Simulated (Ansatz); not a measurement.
Relaxing a trial structure of C4H11AlOSi

The starting geometry of this gas-phase singlet was optimised with GFN2-xTB; its bonds are those of `[SiH3][O][AlH][CH2]C1CC1`.

```json
{"atom": "C", "x (Å)": "1.3410", "y (Å)": "0.4223", "z (Å)": "-2.8559"}
{"atom": "C", "x (Å)": "2.3009", "y (Å)": "1.0518", "z (Å)": "-1.8598"}
{"atom": "C", "x (Å)": "3.5649", "y (Å)": "1.7042", "z (Å)": "-2.3362"}
{"atom": "C", "x (Å)": "2.4396", "y (Å)": "2.5417", "z (Å)": "-1.7989"}
{"atom": "Al", "x (Å)": "-0.5117", "y (Å)": "0.3478", "z (Å)": "-2.0853"}
{"atom": "O", "x (Å)": "-0.7801", "y (Å)": "-0.0681", "z (Å)": "-0.4856"}
{"atom": "Si", "x (Å)": "-1.0424", "y (Å)": "-0.4573", "z (Å)": "1.0824"}
{"atom": "H", "x (Å)": "0.2030", "y (Å)": "-1.0410", "z (Å)": "1.5845"}
{"atom": "H", "x (Å)": "-1.3783", "y (Å)": "0.7870", "z (Å)": "1.7751"}
{"atom": "H", "x (Å)": "-2.1413", "y (Å)": "-1.4225", "z (Å)": "1.1029"}
{"atom": "H", "x (Å)": "-1.7846", "y (Å)": "0.6799", "z (Å)": "-2.8731"}
{"atom": "H", "x (Å)": "1.7252", "y (Å)": "-0.5753", "z (Å)": "-3.1176"}
{"atom": "H", "x (Å)": "1.3568", "y (Å)": "0.9981", "z (Å)": "-3.7891"}
{"atom": "H", "x (Å)": "2.3575", "y (Å)": "0.5243", "z (Å)": "-0.9126"}
{"atom": "H", "x (Å)": "3.7527", "y (Å)": "1.7326", "z (Å)": "-3.3995"}
{"atom": "H", "x (Å)": "4.4616", "y (Å)": "1.6082", "z (Å)": "-1.7418"}
{"atom": "H", "x (Å)": "2.5673", "y (Å)": "3.0177", "z (Å)": "-0.8382"}
{"atom": "H", "x (Å)": "1.8684", "y (Å)": "3.1326", "z (Å)": "-2.5011"}
```

Task: Predict what becomes of its bonds when it is optimised with PBE-D3(BJ)/def2-SVP.

Result: It keeps its bonds, and is `[SiH3][O][AlH][CH2]C1CC1`.

The energy falls by 0.28 eV over 36 steps:

```json
{"step": "1", "E − E(last) (eV)": "0.283"}
{"step": "5", "E − E(last) (eV)": "0.033"}
{"step": "9", "E − E(last) (eV)": "0.030"}
{"step": "13", "E − E(last) (eV)": "0.025"}
{"step": "17", "E − E(last) (eV)": "0.018"}
{"step": "20", "E − E(last) (eV)": "0.014"}
{"step": "24", "E − E(last) (eV)": "0.008"}
{"step": "28", "E − E(last) (eV)": "0.004"}
{"step": "32", "E − E(last) (eV)": "0.000"}
{"step": "36", "E − E(last) (eV)": "0.000"}
```

Final geometry (Å):

```xyz
18

C     1.2271    0.5117   -3.0736
C     2.1764    0.7285   -1.9066
C     3.3413    1.6911   -1.9980
C     2.1486    2.0256   -1.1273
Al   -0.5934    0.0007   -2.5149
O    -0.9556   -0.0419   -0.8302
Si   -0.5571    0.1845    0.7697
H     0.7786   -0.4372    1.0939
H    -0.4928    1.6527    1.1022
H    -1.5993   -0.4578    1.6446
H    -1.7928   -0.3860   -3.4939
H     1.6301   -0.2443   -3.7866
H     1.1428    1.4453   -3.6783
H     2.3627   -0.1724   -1.2951
H     3.4636    2.2495   -2.9402
H     4.2898    1.4252   -1.5051
H     2.2671    1.9926   -0.0329
H     1.4635    2.8162   -1.4772
```

No frequencies were run, so the end isn't proven a minimum. Run with Ansatz 0.2.0, 65 s on 4 threads of Arm Neoverse V2 (shared host).
